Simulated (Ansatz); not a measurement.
`[OH][GeH2][O][SiH](O)O` + `N[Si](F)(F)F` → `O[SiH](O)N[Si](F)(F)F` + `[OH][GeH2][OH]`  (ligand exchange at the Si–O bond)

Computed with Ansatz on PBE0-D4/def2-TZVP structures; ΔE is electronic, products minus reactants. CCSD(T)/CBS adds triple-zeta CCSD(T) − MP2 to the extrapolated MP2 energy (def2 sets, frozen cores). This one scheme is used for every species. Functionals use def2-TZVPP. B3LYP here is the variant with VWN-RPA as its local correlation; programs differ in this. For Ge outer-core shells are correlated without core-valence functions, which leaves a few kJ/mol of doubt a bond. Scalar relativity is left out up to krypton. One conformer a species, not always the lowest.

Problem. Is it downhill or uphill in electronic energy at CCSD(T)/CBS, and by how much? (Best estimate.)

Solution. Computed: Uphill: ΔE = +63.4 kJ/mol.

Problem. What do these levels give: PBE-D4, r2SCAN-D4, B3LYP-D4, MP2/def2-TZVPP, HF/def2-QZVPP, MP2/def2-QZVPP? (An estimate is asked.)

Solution. Computed: PBE-D4 54.6, r2SCAN-D4 62.0, B3LYP-D4 62.1, MP2/def2-TZVPP 63.2, HF/def2-QZVPP 72.8, MP2/def2-QZVPP 63.2 kJ/mol.

Largest T1 diagnostic among the species: 0.012.

From PBE to PBE0 (25 % exact exchange), in def2-TZVPP and without D4, ΔE moves by +4.0 kJ/mol. In def2-TZVPP, CCSD(T) changes the Hartree–Fock value by −8.7 kJ/mol (the triples alone add −1.3 kJ/mol) and MP2 by −9.1 kJ/mol.
